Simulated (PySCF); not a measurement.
Simulation results for B2FH4Si, BH6N2Si, B2H4NSi, B2H6NSi

Computed with PySCF 2.14.0. Calculation on a computer-drawn molecule: the log of a Hartree-Fock and frozen-core CCSD(T) single point meant for a local Hartree-Fock minimum, with one planted fault or none, to be diagnosed. Offsets are logged minus clean, where the clean run is the same molecule without the fault. The reference is restricted for singlets and unrestricted otherwise, and also for a bond in bohr or an excited solution. Adding or removing an electron swaps singlet and doublet. The excited solution moves the top pair (singlet) or top alpha electron (doublet) to the lowest empty orbital. Highest occupied and lowest empty are orbital energies over both spins, largest force is the largest gradient component, triples share is (T) over the correlation energy, the T1 limit is 0.02 restricted and 0.045 unrestricted, electrons count all cores, a negative frequency is imaginary (commonest isotopes), and the dipole is about the centre of nuclear charge.

Common to all runs: meant charge 1; meant multiplicity 1; meant basis cc-pV(D+d)Z; logged SCF converged yes; logged CC converged yes; logged SCF stable within its kind yes; possible faults no fault, one electron removed, one electron added, multiplicity raised by two, geometry at a saddle point, SCF held on an excited solution, minimal basis STO-3G, one bond length entered in bohr, all coordinates scaled.

(1) B2FH4Si

Logged structure:
```xyz
8
B2FH4Si
B     -0.4679     2.4009     0.7738
Si    -0.6546     0.8469    -0.5382
B     -0.6503    -1.1902    -0.3917
F     -0.8494     1.3394    -2.0251
H     -2.3383     3.2186     1.7135
H      0.6240     2.8177     0.9937
H     -1.6899    -1.7393    -0.2132
H      0.3918    -1.7546    -0.4902
```

* logged electrons: 36
* logged basis functions: 85
* logged spin squared: 0.7202
* logged highest occupied: -15.57 eV
* logged lowest empty: -5.4083 eV
* logged largest force: 0.018319 hartree/bohr
* logged T1 diagnostic: 0.059173
* logged D1 diagnostic: 0.26985
* logged triples share: 0.028684
* logged dipole magnitude: 3.5062 debye
* logged energy HF: -439.66024 hartree
* logged energy CCSD(T): -440.12903 hartree
* planted fault: one bond length entered in bohr, row 4 of the drawn bonds
* HF energy offset from clean run: 76.14 kcal/mol
* CCSD(T) energy offset from clean run: 76.78 kcal/mol

Drawn bonds:
```csv
atom,other atom,order
1,2,1
2,3,1
2,4,1
1,5,1
1,6,1
3,7,1
3,8,1
```

Notes: T1 above single-reference limit.

(2) B2FH4Si

Logged structure:
```xyz
8
B2FH4Si
B     -0.4679     2.4009     0.7738
Si    -0.6546     0.8469    -0.5382
B     -0.6503    -1.1902    -0.3917
F     -0.8494     1.3394    -2.0251
H     -1.4577     2.8336     1.2711
H      0.6240     2.8177     0.9937
H     -1.6899    -1.7393    -0.2132
H      0.3918    -1.7546    -0.4902
```

- logged electrons: 37
- logged basis functions: 85
- logged spin squared: 0.7836
- logged highest occupied: -6.3351 eV
- logged lowest empty: 0.22562 eV
- logged largest force: 0.03765 hartree/bohr
- logged T1 diagnostic: 0.021213
- logged D1 diagnostic: 0.071162
- logged triples share: 0.027696
- logged dipole magnitude: 0.30528 debye
- logged energy HF: -439.99189 hartree
- logged energy CCSD(T): -440.49366 hartree
- planted fault: one electron added
- HF energy offset from clean run: -132 kcal/mol
- CCSD(T) energy offset from clean run: -152 kcal/mol

Drawn bonds:
```csv
atom,other atom,order
1,2,1
2,3,1
2,4,1
1,5,1
1,6,1
3,7,1
3,8,1
```

(3) B2FH4Si

Logged structure:
```xyz
8
B2FH4Si
B     -0.4927     2.5282     0.8148
Si    -0.6893     0.8918    -0.5667
B     -0.6847    -1.2533    -0.4125
F     -0.8944     1.4104    -2.1324
H     -1.5349     2.9838     1.3384
H      0.6571     2.9671     1.0464
H     -1.7795    -1.8314    -0.2245
H      0.4126    -1.8476    -0.5162
```

- logged electrons: 36
- logged basis functions: 85
- logged spin squared: 0
- logged highest occupied: -16.711 eV
- logged lowest empty: -5.1591 eV
- logged largest force: 0.049809 hartree/bohr
- logged T1 diagnostic: 0.016575
- logged D1 diagnostic: 0.053325
- logged triples share: 0.023703
- logged dipole magnitude: 3.9957 debye
- logged energy HF: -439.76504 hartree
- logged energy CCSD(T): -440.24132 hartree
- planted fault: all coordinates scaled, by +5.3 %
- HF energy offset from clean run: 10.38 kcal/mol
- CCSD(T) energy offset from clean run: 6.312 kcal/mol

Drawn bonds:
```csv
atom,other atom,order
1,2,1
2,3,1
2,4,1
1,5,1
1,6,1
3,7,1
3,8,1
```

(4) BH6N2Si

Logged structure:
```xyz
10
BH6N2Si
B     -1.9690     1.8281     0.8079
Si    -1.0583     0.5891    -0.2026
N     -0.3260     0.9886    -1.4274
N     -1.0324    -0.8420     0.1808
H     -2.4652     1.4952     1.6967
H     -1.9773     2.8472     0.4788
H     -0.3048     1.8461    -1.7179
H      0.1432     0.4347    -1.9689
H     -0.6086    -1.5038    -0.2691
H     -1.4569    -1.1508     0.9188
```

* logged electrons: 38
* logged basis functions: 95
* logged spin squared: 0
* logged highest occupied: -17.688 eV
* logged lowest empty: -4.4534 eV
* logged largest force: 0.12473 hartree/bohr
* logged T1 diagnostic: 0.010902
* logged D1 diagnostic: 0.040433
* logged triples share: 0.022474
* logged dipole magnitude: 0.95271 debye
* logged energy HF: -425.69354 hartree
* logged energy CCSD(T): -426.22941 hartree
* planted fault: all coordinates scaled, by -9.9 %
* HF energy offset from clean run: 81.43 kcal/mol
* CCSD(T) energy offset from clean run: 94.59 kcal/mol

Drawn bonds:
```csv
atom,other atom,order
1,2,1
2,3,1
2,4,1
1,5,1
1,6,1
3,7,1
3,8,1
4,9,1
4,10,1
```

(5) B2H4NSi

Logged structure:
```xyz
8
B2H4NSi
B      0.4206     1.6823     2.9957
Si     0.2008     2.0608     1.0113
B     -1.3942     1.5378    -0.0267
N     -2.3900     1.2027    -0.6379
H      0.9309     0.6565     3.3170
H      0.0319     2.4997     3.7681
H      1.2577     2.7579     0.2671
H     -3.1981     0.9338    -1.1473
```

* logged electrons: 33
* logged basis functions: 85
* logged spin squared: 0.7644
* logged highest occupied: -22.474 eV
* logged lowest empty: -12.708 eV
* logged largest force: 0.09378 hartree/bohr
* logged T1 diagnostic: 0.023858
* logged D1 diagnostic: 0.097604
* logged triples share: 0.028429
* logged dipole magnitude: 3.0962 debye
* logged energy HF: -394.24822 hartree
* logged energy CCSD(T): -394.63993 hartree
* planted fault: one electron removed
* HF energy offset from clean run: 327.7 kcal/mol
* CCSD(T) energy offset from clean run: 367.1 kcal/mol

Drawn bonds:
```csv
atom,other atom,order
1,2,1
2,3,1
3,4,2
1,5,1
1,6,1
2,7,1
4,8,1
```

(6) B2H6NSi

Logged structure:
```xyz
10
B2H6NSi
B     -1.6823    -1.3466     1.2649
Si    -1.6749     0.5402     0.5254
B     -0.0993     1.5600    -0.3071
N      0.2376     1.5229    -1.6304
H     -1.3066    -1.5275     2.3810
H     -2.0602    -2.2353     0.5669
H     -2.9298     1.2833     0.7500
H      0.5053     2.2012     0.5008
H     -0.2315     1.0085    -2.3481
H      1.0151     2.0532    -1.9783
```

- logged electrons: 35
- logged basis functions: 95
- logged spin squared: 0.805
- logged highest occupied: -22.424 eV
- logged lowest empty: -13.975 eV
- logged largest force: 0.080033 hartree/bohr
- logged T1 diagnostic: 0.036459
- logged D1 diagnostic: 0.1968
- logged triples share: 0.032531
- logged dipole magnitude: 1.5433 debye
- logged energy HF: -395.43073 hartree
- logged energy CCSD(T): -395.89161 hartree
- planted fault: one electron removed
- HF energy offset from clean run: 348.1 kcal/mol
- CCSD(T) energy offset from clean run: 358.2 kcal/mol

Drawn bonds:
```csv
atom,other atom,order
1,2,1
2,3,1
3,4,1
1,5,1
1,6,1
2,7,1
3,8,1
4,9,1
4,10,1
```
